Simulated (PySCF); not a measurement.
## Correlation energy of Hg²⁺ (mercury, charge +2)

[Xe] 4f14 5d10, closed-shell 1S. Calculation: PySCF 2.14, in aug-cc-pVDZ-PP with ECP60MDF (5s5p4d2f, 54 functions); a scalar-relativistic core potential. Frozen: 5s2 5p6; 10 electrons correlated.

```csv
level,correlation energy (mhartree)
CCSD,-251.20
(T),-3.83
CCSD(T),-255.03
```

Diagnostics: T1 = 0.0032, D1 = 0.0045, largest double amplitude 0.017.

Task: Is a single reference adequate?

Result: Yes, within this model without spin-orbit coupling: T1 lies below 0.03 and no double amplitude reaches 0.07.
